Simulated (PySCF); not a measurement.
O: excitation energy

O [He] 2s2 2p4 (3P) → O [He] 2s1 2p4 3d1 (high-spin determinant), as a difference of total energies. Calculation: PySCF 2.14, in aug-cc-pVQZ with one added diffuse shell each of s, p, d, f, g type (7s6p5d4f3g, 105 functions); no relativity, point nucleus. Correlated levels: valence: 1s2 frozen. The calculations carry no spin-orbit coupling.

```tsv
method	excitation energy (cm⁻¹)
UHF	213710
LDA	219940
PBE	216790
PBE0	218870
r2SCAN	216160
BHandHLYP	223360
r2SCAN0	218200
revPBE	215350
PBEsol	216340
MP2 (valence)	224990
SCS-MP2 (valence)	226240
```

The upper state lies above the first ionisation limit, where it may autoionise and the basis confines it. A Rydberg-like electron needs more diffuse functions than a valence basis has.

The promoted electron is Rydberg-like, and one or two diffuse shells describe it only roughly, which tends to raise the upper state.

In the upper state the promoted electron has a positive orbital energy at LDA, PBE, PBE0, r2SCAN, r2SCAN0, revPBE, PBEsol, so the basis confines it.

The determinant of the upper state mixes LS terms, which raises its energy above the lowest term, most at the Hartree-Fock and MP2 levels.
